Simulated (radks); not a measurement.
The numbers below are computed, except where a source is named.
Ionisation of the carbon ion C+, [He] 2s2 2p1, to C2+, [He] 2s2, under several functionals. Non-relativistic Kohn-Sham, spin-polarised, spherical densities, point nucleus; open shells are filled with parallel spins first; a radial shooting solver on a logarithmic mesh with Libxc functionals. Known Delta-SCF values: r2SCAN 24.322 eV; Wu-Cohen GGA 24.537 eV; exchange-only PBE 23.843 eV. What does XLYP give, and what is its highest occupied eigenvalue?

Answer. 24.647 eV by Delta-SCF; the 2p eigenvalue is -17.721 eV. NIST: 24.383 eV (measured).
